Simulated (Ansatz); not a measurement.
Compare A (`N[SiH2][SiH](N)F`) with its isomer B (`N[Si](N)(F)[SiH3]`).

Gas-phase electronic energies from Ansatz, PBE0-D4/def2-TZVP geometries. CCSD(T)/CBS is the MP2 limit (def2-TZVPP, def2-QZVPP) plus CCSD(T) − MP2 in def2-TZVPP, frozen cores. DFT in def2-TZVPP. B3LYP here is the variant with VWN-RPA as its local correlation; programs differ in this. Each species was taken in one conformer, which may not be the lowest.

Q: Which is lower in electronic energy at CCSD(T)/CBS, and by how much? (Best estimate.)

A: Ansatz gave: B, by 8.1 kcal/mol.

Q: Give E(B) − E(A) in kcal/mol with HF/def2-TZVPP, r2SCAN-D4, B2PLYP, B3LYP, PBE-D4, MP2/def2-TZVPP, PBE0-D4. (An estimate is asked.)

A: Ansatz gave: HF/def2-TZVPP -7.8, r2SCAN-D4 -8.9, B2PLYP -7.7, B3LYP -7.6, PBE-D4 -8.0, MP2/def2-TZVPP -7.8, PBE0-D4 -8.2. None reverses the order clearly.

Largest T1 diagnostic: 0.012.
